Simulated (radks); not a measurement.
The numbers below are computed, except where a source is named.
Rb, configuration [Kr] 5s1. Code: a radial shooting solver on a logarithmic mesh with Libxc functionals. Model: scalar-relativistic Kohn-Sham, PBE, spin-polarised, spherical densities, finite nucleus; open shells are filled with parallel spins first (spin-orbit coupling, left out, can overturn this in heavy ions); Fermi nuclear charge, rms radius 4.2036 fm. Some entries of the table are withheld. Estimate them.

orbital,occ.,eigenvalue (hartree),<r> (bohr),r(max) (bohr)
1s up,1,-552.4688,0.04029,0.02629
1s down,1,-552.4685,0.04029,0.02629
2s up,1,-73.79793,0.1778,0.1496
2s down,1,-73.79777,0.1778,0.1496
2p up,3,-65.42061,0.1551,0.1196
2p down,3,-65.42047,0.1551,0.1196
3s up,1,-10.94900,0.5106,0.4509
3s down,1,-10.94871,0.5106,0.4509
3p up,3,-8.26191,0.5188,0.4465
3p down,3,-8.26160,0.5187,0.4465
3d up,5,(1),0.5254,0.3932
3d down,5,(2),0.5253,0.3932
4s up,1,-1.17071,1.456,1.261
4s down,1,-1.16895,1.455,1.261
4p up,3,-0.58609,1.731,1.429
4p down,3,-0.58282,1.723,1.428
5s up,1,-0.08954,5.171,4.383
5p up,0,-0.03283,(3),5.932

Answer. 
(1) 3d up eigenvalue (hartree): -3.81849
(2) 3d down eigenvalue (hartree): -3.81814
(3) 5p up <r> (bohr): 7.376
